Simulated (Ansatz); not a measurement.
Reaction (cleavage of the Si–Al bond): `F[CH]([SiH3])[AlH][SiH3]` + `N[SiH2]O[SiH3]` → `[SiH3]N[SiH2]O[SiH3]` + `F[CH]([AlH2])[SiH3]`

Program: Ansatz. Geometries: PBE0-D4/def2-TZVP. ΔE: electronic, gas phase. CCSD(T)/CBS is the MP2 limit (def2-TZVPP, def2-QZVPP) plus CCSD(T) − MP2 in def2-TZVPP, frozen cores. DFT in def2-TZVPP. One conformer a species, not always the lowest.

| level | ΔE (kJ/mol) |
| --- | --- |
| PBE-D4 | -25.9 |
| MP2/def2-TZVPP | -55.1 |
| CCSD(T)/def2-TZVPP | -46.0 |
| MP2/CBS(def2) | -56.1 |

**Question.** What does CCSD(T)/CBS give? (Best estimate.)

**Answer.** The calculation gave: -47.0 kJ/mol. The listed levels differ from it by 21.1, -8.1, 1.0, -9.1 kJ/mol.

Largest T1 diagnostic among the species: 0.013.

From PBE to PBE0 (25 % exact exchange), in def2-TZVPP and without D4, ΔE moves by −6.9 kJ/mol. In def2-TZVPP, CCSD(T) changes the Hartree–Fock value by +14.4 kJ/mol (the triples alone add +1.6 kJ/mol) and MP2 by +5.3 kJ/mol. The D4 term adds −6.0 kJ/mol with B3LYP and −3.2 kJ/mol with PBE0; it sums over pairs of atoms, weighted by their polarisabilities, and B3LYP, whose exchange is more repulsive, gets the larger term.

B3LYP here is the variant with VWN-RPA as its local correlation; programs differ in this.
